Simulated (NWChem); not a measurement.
System: Si₂F₅ cation

The following NWChem deck was run.

```
start job
memory heap 200 mb stack 700 mb global 900 mb
charge 1
geometry units angstroms noautosym nocenter noautoz
  F     -1.325256    -2.132258    -0.000041
  Si     0.007472    -1.272405    -0.001981
  F      1.335079    -2.139975    -0.000430
  Si    -0.000806     1.137465    -0.000469
  F     -0.585072     1.493323     1.434435
  F      1.529852     1.505506    -0.214033
  F     -0.957014     1.494526    -1.218772
end
basis spherical
  * library def2-svp
end
dft
  xc m06-2x
  iterations 150
end
cosmo
  do_cosmo_smd true
  solvent hexane
end
task dft energy
```

NWChem printed, in part:

```
             Northwest Computational Chemistry Package (NWChem) 7.3.0
             --------------------------------------------------------

                             Geometry "geometry" -> ""
                             -------------------------

 Output coordinates in angstroms (scale by  1.889725989 to convert to a.u.)

  No.       Tag          Charge          X              Y              Z
 ---- ---------------- ---------- -------------- -------------- --------------
    1 F                    9.0000    -1.32525600    -2.13225800    -0.00004100
    2 Si                  14.0000     0.00747200    -1.27240500    -0.00198100
    3 F                    9.0000     1.33507900    -2.13997500    -0.00043000
    4 Si                  14.0000    -0.00080600     1.13746500    -0.00046900
    5 F                    9.0000    -0.58507200     1.49332300     1.43443500
    6 F                    9.0000     1.52985200     1.50550600    -0.21403300
    7 F                    9.0000    -0.95701400     1.49452600    -1.21877200

 Effective nuclear repulsion energy (a.u.)     480.2124578719

                                 NWChem DFT Module
                                 -----------------

 Summary of "ao basis" -> "ao basis" (spherical)
 ------------------------------------------------------------------------------
       Tag                 Description            Shells   Functions and Types
 ---------------- ------------------------------  ------  ---------------------
 F                          def2-svp                 6       14   3s2p1d
 Si                         def2-svp                 8       18   4s3p1d

 in cosmo_initialize ...
 calling solv_data for solv:hexane

 solvent parameters
 solvname_short: hexane
 solvname_long:  n-hexane
 dielec:        1.8819
 dielecinf:     1.8903
 nonaqueous SMD model solvent descriptors
 dielec:        1.8819
 sola:          0.0000
 solb:          0.0000
 solc:          0.0000
 solg:         25.7500
 solh:          0.0000
 soln:          1.3749

          ---------------
          -cosmo- solvent
          ---------------
 Cosmo: York-Karplus, doi: 10.1021/jp992097l
 dielectric constant -eps-     =   1.88
 screen = (eps-1)/(eps    )    =   0.46862
 surface charge correction     = lagrangian

   van der Waals surface
 --------------------------

 ---------- ATOMIC COORDINATES (A.U.) ------------ VDWR(ANG.) --
     1   -2.50437070   -4.02938336   -0.00007748     1.730
     2    0.01412003   -2.40449680   -0.00374355     2.470
     3    2.52293348   -4.04396637   -0.00081258     1.730
     4   -0.00152312    2.14949717   -0.00088628     2.470
     5   -1.10562576    2.82197128    2.71068910     1.730
     6    2.89100108    2.84499381   -0.40446372     1.730
     7   -1.80849423    2.82424462   -2.30314512     1.730
 number of segments per atom =        128
 number of   points per atom =        128
 atom (   nspa,  nppa )
 ----------------------
    1 (     64,     0 )       0
    2 (     71,     0 )       0
    3 (     64,     0 )       0
    4 (     52,     0 )       0
    5 (     64,     0 )       0
    6 (     65,     0 )       0
    7 (     65,     0 )       0
 number of -cosmo- surface points =      445
 molecular surface =    141.407 angstrom**2
 molecular volume  =    135.688 angstrom**3
 -lineq- algorithm             =   0
 -bem- low  level              =   3
 -bem- from -octahedral-
 gaussian surface charge width =   4.50000
 degree of switching           =   1.00000
 switching function tolerance  =   0.00010
 atomic radii =
 --------------
    1  9.000  1.730
    2 14.000  2.470
    3  9.000  1.730
    4 14.000  2.470
    5  9.000  1.730
    6  9.000  1.730
    7  9.000  1.730
 ...... end of -cosmo- initialization ......

 nat:                     7
 ixmem:                  2814
 calling mnsol_interface()
 G(SMD-CDS) energy (kcal/mol)  =     0.140
 SMD-CDS SASA (angstrom**2)    =   155.495

            General Information
            -------------------
          SCF calculation type: DFT
          Wavefunction type:  closed shell.
          No. of atoms     :     7
          No. of electrons :    72
           Alpha electrons :    36
            Beta electrons :    36
          Charge           :     1
          Spin multiplicity:     1
          Use of symmetry is: off; symmetry adaption is: off
          Maximum number of iterations: 150
          AO basis - number of functions:   106
                     number of shells:    46
          Convergence on energy requested:  1.00D-06
          Convergence on density requested:  1.00D-05
          Convergence on gradient requested:  5.00D-04

              XC Information
              --------------
                       M06-2X Method XC Functional
                     Hartree-Fock (Exact) Exchange  0.540
                        M06-2X Exchange Functional  1.000
                      M06-2X Correlation Potential  1.000

             Grid Information
             ----------------
          Grid used for XC integration:  medium
          Radial quadrature: Mura-Knowles
          Angular quadrature: Lebedev.
          Tag              B.-S. Rad. Rad. Pts. Rad. Cut. Ang. Pts.
          ---              ---------- --------- --------- ---------
          F                   0.50       49          10.0       434
          Si                  1.10       88           9.0       590
          Grid pruning is: on
          Number of quadrature shells:   421
          Spatial weights used:  Erf1

      Superposition of Atomic Density Guess
      -------------------------------------

 Sum of atomic energies:       -1073.93964551

 Renormalizing density from      73.00 to     72

      Non-variational initial energy
      ------------------------------

 Total energy =   -1065.873676
 1-e energy   =   -2420.230219
 2-e energy   =     874.144085
 HOMO         =      -0.715104
 LUMO         =      -0.296671

   convergence    iter        energy       DeltaE   RMS-Dens  Diis-err
 ---------------- ----- ----------------- --------- --------- ---------
     COSMO gas phase
 d= 0,ls=0.0,diis     1  -1077.0762881754 -1.56D+03  1.95D-02  2.95D+00
 d= 0,ls=0.0,diis     2  -1076.9319336019  1.44D-01  1.05D-02  5.26D+00
 d= 0,ls=0.0,diis     3  -1077.3693413019 -4.37D-01  7.53D-04  1.02D-02
 d= 0,ls=0.0,diis     4  -1077.3699087038 -5.67D-04  3.21D-04  4.46D-03
 d= 0,ls=0.0,diis     5  -1077.3700580998 -1.49D-04  8.31D-05  1.56D-04
  Resetting Diis
 d= 0,ls=0.0,diis     6  -1077.3700739192 -1.58D-05  1.93D-05  2.48D-06
 d= 0,ls=0.0,diis     7  -1077.3700743513 -4.32D-07  4.68D-06  1.56D-07

   convergence    iter        energy       DeltaE   RMS-Dens  Diis-err
 ---------------- ----- ----------------- --------- --------- ---------
     COSMO solvation phase
 d= 0,ls=0.0,diis     1  -1077.4169876985 -4.69D-02  5.17D-04  1.44D-03
 d= 0,ls=0.0,diis     2  -1077.4171868943 -1.99D-04  1.93D-04  7.25D-04
 d= 0,ls=0.0,diis     3  -1077.4172437094 -5.68D-05  5.39D-05  9.32D-05
 d= 0,ls=0.0,diis     4  -1077.4172521004 -8.39D-06  1.62D-05  2.47D-06
 d= 0,ls=0.0,diis     5  -1077.4172523960 -2.96D-07  2.67D-06  1.53D-07

         Total DFT energy =    -1077.417252395986
      One electron energy =    -2431.794186661354
           Coulomb energy =      973.874490519225
    Exchange-Corr. energy =      -93.828755442971
 Nuclear repulsion energy =      480.212457871929

             COSMO energy =       -5.881258682815

 Numeric. integr. density =       71.999993078959

                                COSMO-SMD solvation results
                                ---------------------------

             internal energy in gas <Psi(g)|H|Psi(g)> =     -1077.370074351339
         internal energy in solvent <Psi(s)|H|Psi(s)> =     -1077.369807674603
                               delta internal energy  =         0.000266676736 (    0.17 kcal/mol)
   total free energy in solvent <Psi(s)|H+V/2|Psi(s)> =     -1077.417475157758
 polarization energy contribution <Psi(s)|V/2|Psi(s)> =        -0.047667483155 (  -29.91 kcal/mol)
    total free energy in solvent including G(SMD-CDS) =     -1077.417252395986
                       G(SMD-CDS) energy contribution =         0.000222761772 (    0.14 kcal/mol)
     1 M fixed-concentration free energy of solvation =        -0.047178044647 (  -29.60 kcal/mol)

                       DFT Final Molecular Orbital Analysis
                       ------------------------------------

 Vector   34  Occ=2.000000D+00  E=-6.818881D-01
              MO Center=  4.9D-01,  1.3D+00, -2.7D-01, r^2= 3.0D+00
   Bfn.  Coefficient  Atom+Function         Bfn.  Coefficient  Atom+Function
  ----- ------------  ---------------      ----- ------------  ---------------
    83      0.434152  6 F  py                86     -0.302403  6 F  py
    97     -0.285477  7 F  py                82     -0.233068  6 F  px
   100      0.199170  7 F  py                96     -0.197630  7 F  px
    68     -0.182878  5 F  px                69     -0.146361  5 F  py
    85      0.142335  6 F  px                99      0.125347  7 F  px

 Vector   35  Occ=2.000000D+00  E=-6.620042D-01
              MO Center= -8.1D-03,  1.5D+00, -7.7D-04, r^2= 2.8D+00
   Bfn.  Coefficient  Atom+Function         Bfn.  Coefficient  Atom+Function
  ----- ------------  ---------------      ----- ------------  ---------------
    84     -0.388742  6 F  pz                68      0.364459  5 F  px
    96     -0.310337  7 F  px                87      0.273752  6 F  pz
    71     -0.256628  5 F  px                98      0.243378  7 F  pz
    99      0.218435  7 F  px               101     -0.171329  7 F  pz
    70      0.148570  5 F  pz                73     -0.104583  5 F  pz

 Vector   36  Occ=2.000000D+00  E=-5.913826D-01
              MO Center= -2.9D-04, -1.5D-01,  3.6D-04, r^2= 3.2D+00
   Bfn.  Coefficient  Atom+Function         Bfn.  Coefficient  Atom+Function
  ----- ------------  ---------------      ----- ------------  ---------------
    17      0.419879  2 Si s                 23      0.287535  2 Si py
    16      0.216133  2 Si s                  5      0.199662  1 F  py
    69     -0.200335  5 F  py                37      0.198846  3 F  py
    97     -0.198977  7 F  py                83     -0.195910  6 F  py
    55     -0.164724  4 Si py                72      0.140779  5 F  py

 Vector   37  Occ=0.000000D+00  E=-2.227462D-01
              MO Center=  1.7D-02, -1.0D+00, -1.1D-02, r^2= 2.6D+00
   Bfn.  Coefficient  Atom+Function         Bfn.  Coefficient  Atom+Function
  ----- ------------  ---------------      ----- ------------  ---------------
    27      0.581364  2 Si pz                24      0.473134  2 Si pz
    21     -0.220939  2 Si pz                38      0.185491  3 F  pz
     6      0.184391  1 F  pz                59      0.178012  4 Si pz
    41     -0.172227  3 F  pz                 9     -0.170693  1 F  pz
    29      0.094151  2 Si d -1              67     -0.090240  5 F  s

 Vector   38  Occ=0.000000D+00  E=-1.677699D-01
              MO Center=  9.9D-03, -7.7D-01,  4.9D-03, r^2= 3.3D+00
   Bfn.  Coefficient  Atom+Function         Bfn.  Coefficient  Atom+Function
  ----- ------------  ---------------      ----- ------------  ---------------
    18      0.904404  2 Si s                 50     -0.565345  4 Si s
    49     -0.458384  4 Si s                 17      0.405610  2 Si s
    58      0.305575  4 Si py                16      0.283491  2 Si s
    55      0.263865  4 Si py                48     -0.248581  4 Si s
    35     -0.240104  3 F  s                  3     -0.233258  1 F  s

 Vector   39  Occ=0.000000D+00  E=-1.249933D-01
              MO Center= -4.4D-02, -3.6D-01,  1.9D-02, r^2= 3.2D+00
   Bfn.  Coefficient  Atom+Function         Bfn.  Coefficient  Atom+Function
  ----- ------------  ---------------      ----- ------------  ---------------
    25      0.671544  2 Si px                57      0.434315  4 Si px
    22      0.248858  2 Si px                 3      0.245528  1 F  s
    35     -0.227035  3 F  s                 28      0.219823  2 Si d -2
    81     -0.206740  6 F  s                  5     -0.148482  1 F  py
    60     -0.147820  4 Si d -2              37      0.142617  3 F  py

     Multipole analysis of the density
     ---------------------------------

     L   x y z        total         alpha         beta         nuclear
     -   - - -        -----         -----         ----         -------
     0   0 0 0      1.000000    -36.000000    -36.000000     73.000000

     1   1 0 0      0.017500     -0.058926     -0.058926      0.135352
     1   0 1 0     -0.760231     -0.475488     -0.475488      0.190745
     1   0 0 1     -0.007838      0.018634      0.018634     -0.045106

     2   2 0 0    -35.977197   -132.686069   -132.686069    229.394940
     2   1 1 0     -0.024899      0.762851      0.762851     -1.550600
     2   1 0 1      0.000590      0.013904      0.013904     -0.027219
     2   0 2 0    -28.480816   -341.859595   -341.859595    655.238374
     2   0 1 1      0.009516     -0.034760     -0.034760      0.079035
     2   0 0 2    -32.204167    -73.773757    -73.773757    115.343347
```

Level: M06-2X/def2-SVP, SMD on the gas-phase geometry. Geometry: optimised at PBE-D3(BJ)/def2-SVP. Solvent: n-hexane.
